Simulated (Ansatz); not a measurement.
Start from `O[Si](O)(O)F` and change one atom or group to get `C=C[Si](O)(O)F`.

Ansatz, PBE0-D4/def2-TZVP geometries, multiplicity 1. Each molecule was computed in one conformer, which needn't be the lowest.

```tsv
property	`O[Si](O)(O)F`
ideal-gas entropy at 298 K and 1 bar (rigid rotor, harmonic PBE0-D4/def2-TZVP) / J/(mol·K)	327
HOMO energy (ωB97M-V/def2-TZVPP) / eV	-12.27
LUMO energy (ωB97M-V/def2-TZVPP) / eV	1.87
HOMO–LUMO gap (PBE/def2-TZVPP) / eV	7.39
size of the dipole moment (ωB97M-V/def2-TZVPP) / D	0.56
HOMO energy (PBE/def2-TZVPP) / eV	-7.92
```

Question: What does the change do to each property? (Best estimate.)

Answer: The calculation gave: 
```
                                                                                  property  `C=C[Si](O)(O)F`  shift
ideal-gas entropy at 298 K and 1 bar (rigid rotor, harmonic PBE0-D4/def2-TZVP) / J/(mol·K)               364     37
                                                     HOMO energy (ωB97M-V/def2-TZVPP) / eV            -10.56   1.71
                                                     LUMO energy (ωB97M-V/def2-TZVPP) / eV              1.56  -0.31
                                                       HOMO–LUMO gap (PBE/def2-TZVPP) / eV              5.52  -1.87
                                        size of the dipole moment (ωB97M-V/def2-TZVPP) / D              1.22   0.66
                                                         HOMO energy (PBE/def2-TZVPP) / eV             -7.12   0.80
```

With PBE0 the HOMO rises by 1.49 eV and the LUMO falls by 0.96 eV, so the gap narrows by about 2.45 eV. PBE moves the HOMO by 0.80 eV and ωB97M-V by 1.71 eV. The zero-point energy changes by 75.0 kJ/mol with +9 modes. Dipoles are sizes alone; their direction can turn.
